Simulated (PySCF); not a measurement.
# Telling isomers of C$_{4}$H$_{12}$O$_{2}$Si$_{3}$ apart by NMR

PySCF calculation with PBE0/pcSseg-1 with gauge-including orbitals and coordinates at the GFN2-xTB level; no relativistic terms, equivalent nuclei averaged, gas phase, one computed conformer.

Shifts are taken against calculated references (same method and geometry level): $^{1}$H, $^{13}$C against TMS. Where no couplings were computed, multiplicities follow the n + 1 count of equivalent neighbours, and m marks all less simple cases (inequivalent or close neighbours, rings, F or P nearby). Shifts are as computed. Against solution values, carbons near 30 ppm lie about +3 ppm off and those near 130 ppm about +5 ppm. Of 1211 compounds with measured shifts, 218 miss one by over three times the rms of a fit or turn the order of signals round; such compounds aren't used in these exercises. OH and NH positions are gas-phase values without hydrogen bonding to other molecules.

(1) Tabulate the signals of `C[C@@H]([SiH3])O[Si@H](O)C#C[SiH3]`, `C=C(C=O)[Si@H](O[SiH3])[SiH2]C` and their relative energies.

(2) What is the quickest way to tell C[C@@H]([SiH3])O[Si@H](O)C#C[SiH3] from C=C(C=O)[Si@H](O[SiH3])[SiH2]C?

Results:

(1) 
```tsv
SMILES	carbon types	δC	δH	E rel. (kcal/mol)
C[C@@H]([SiH3])O[Si@H](O)C#C[SiH3]	2×C 1×CH 1×CH3	122.5, 106.4, 59.7, 23.8	4.60 (s, 1H), 4.23 (s, 3H), 4.07 (m, 1H), 3.92 (m, 3H), 2.05 (br s, 1H), 1.51 (d, 3H)	21.6
C=C(C=O)[Si@H](O[SiH3])[SiH2]C	1×C 1×CH 1×CH2 1×CH3	205.0, 162.8, 153.7, -10.8	9.88 (s, 1H), 7.13 (m, 1H), 7.03 (m, 1H), 5.79 (m, 1H), 5.22 (s, 3H), 4.16 (m, 1H), 3.80 (m, 1H), 0.46 (m, 3H)	0.0
```

Energies are electronic energies at PBE0/pcSseg-1 on these geometries, without zero-point or thermal terms, each for the one conformer computed, which needn't be the lowest.

(2) Both give the same number of carbon signals, but DEPT or the intensities differ. The first has an sp3 CH bonded to O and Si at 59.7 ppm, the second an aldehyde carbonyl carbon (CH) at 205.0 ppm. Their most deshielded carbons lie at 122.5 and 205.0 ppm. In the proton spectra the most deshielded non-exchanging signals are 4.60 (s, 1H) and 9.88 (s, 1H).
